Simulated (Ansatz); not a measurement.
Stepwise reaction of `[CH3][Ga]([CH3])[NH2]` with water, as a gas-phase model of exchange steps in deposition or etching. ΔE in kJ/mol; ΔG adds harmonic PBE0-D4 terms to CCSD(T)/CBS, at 1 bar.

Calculated with Ansatz (gas phase, PBE0-D4/def2-TZVP geometries, no zero-point term in ΔE). CCSD(T)/CBS adds triple-zeta CCSD(T) − MP2 to the extrapolated MP2 energy (def2 sets, frozen cores). This one scheme is used for every species. DFT in def2-TZVPP. B3LYP here is the variant with VWN-RPA as its local correlation; programs differ in this. For Ga outer-core shells are correlated without core-valence functions, which leaves a few kJ/mol of doubt a bond. Scalar relativity is left out up to krypton. One conformer a species, not always the lowest.

```
step                                                      reaction  PBE-D4  B3LYP-D4  ωB97M-V  CCSD(T)/CBS  ΔG(600 K)
   1  `[CH3][Ga]([CH3])[NH2]` + H₂O → `[CH3][Ga]([NH2])[OH]` + CH₄   -73.8     -80.7    -76.9        -73.8      -65.4
   2    `[CH3][Ga]([NH2])[OH]` + H₂O → `[NH2][Ga]([OH])[OH]` + CH₄   -58.5     -65.4    -62.1        -58.5      -40.7
```

**Question.** By hand: ΔE of the 2 steps together at CCSD(T)/CBS.

**Answer.** (-73.8) + (-58.5) = -132.3 kJ/mol, or -66.2 kJ/mol a step.

In ΔE each step is higher than the one before. All are downhill at CCSD(T)/CBS. ΔG lies between -65.4 and -40.7 kJ/mol a step. PBE-D4 differs from CCSD(T)/CBS by 0.0 to 0.0 kJ/mol a step. Isolated molecules leave out the surface, adducts and barriers. Largest T1 diagnostic: 0.013.
